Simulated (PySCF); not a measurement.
A side-by-side comparison of computed properties.

First species: C5H11PS.
Bonds: C1–P2, P2–C3, P2–S4 (double), P2–C5, C5–C6, C6–C7, C5–C7. Hydrogens: H8, H9, H10 on C1; H11, H12, H13 on C3; H14 on C5; H15, H16 on C6; H17, H18 on C7.

Second species: C6H6O.
InChI=1S/C6H6O/c1-4-5(2)6(3)7/h1H,2H2,3H3

Levels: PBE0/def2-SVPD for dipole moment, HOMO energy, LUMO energy, HOMO–LUMO gap, static isotropic polarisability and electronic spatial extent ⟨r²⟩ about the centre of nuclear charge; TDDFT PBE0/def2-SVPD for lowest singlet excitation; TDA PBE0/def2-SVPD for lowest triplet excitation (Tamm–Dancoff); GFN2-xTB for rotational constant A and rotational constant C. Geometries: GFN2-xTB. Each structure is a single optimised conformer of the isolated species, non-relativistic unless stated; the electronic structure was computed with PySCF and density fitting.

The conformers computed, where there is a choice (atom-mapped SMILES and torsion angles):
- `[CH3:1][P:2]([CH3:3])(=[S:4])[CH:5]1[CH2:6][CH2:7]1`: C1–P2–C5–C6 46°
- `[CH:1]#[C:2][C:3](=[CH2:4])[C:5]([CH3:6])=[O:7]`: C2–C3–C5–C6 0°

```json
{"property": "dipole moment", "column X": "2.62 D", "column Y": "5.12 D"}
{"property": "HOMO energy", "column X": "-7.48 eV", "column Y": "-6.27 eV"}
{"property": "LUMO energy", "column X": "-2.14 eV", "column Y": "0.37 eV"}
{"property": "HOMO–LUMO gap", "column X": "5.34 eV", "column Y": "6.64 eV"}
{"property": "lowest singlet excitation", "column X": "3.59 eV", "column Y": "5.74 eV"}
{"property": "lowest triplet excitation (Tamm–Dancoff)", "column X": "2.92 eV", "column Y": "5.46 eV"}
{"property": "static isotropic polarisability", "column X": "73.5 au", "column Y": "104.9 au"}
{"property": "electronic spatial extent ⟨r²⟩ about the centre of nuclear charge", "column X": "765 bohr²", "column Y": "1178 bohr²"}
{"property": "rotational constant A", "column X": "4.233 GHz", "column Y": "2.455 GHz"}
{"property": "rotational constant C", "column X": "1.526 GHz", "column Y": "1.183 GHz"}
```

Problem. Which column belongs to which species?

Solution. Column X is the second species and column Y the first. The first has 18 atoms and 72 electrons, the second 13 and 50.

Problem. How does each property change from the first species to the second?

Solution. dipole moment -2.50 D; HOMO energy -1.21 eV; LUMO energy -2.51 eV; HOMO–LUMO gap -1.30 eV; lowest singlet excitation -2.15 eV; lowest triplet excitation (Tamm–Dancoff) -2.54 eV; static isotropic polarisability -31.4 au; electronic spatial extent ⟨r²⟩ about the centre of nuclear charge -413 bohr²; rotational constant A +1.778 GHz; rotational constant C +0.343 GHz.

On the first: The vertical singlet–triplet gap S1 − T1 is 0.28 eV (TDDFT singlet less Tamm–Dancoff triplet). The principal polarisabilities are 93.5, 102.5 and 118.6 au; their mean is the isotropic value. GFN2-xTB frequencies show an imaginary mode (30i cm⁻¹), so this geometry is no minimum at that level.

On the second: The dipole equals about 8.7 × 10⁻³⁰ C·m (1 D = 3.33564 × 10⁻³⁰ C·m).
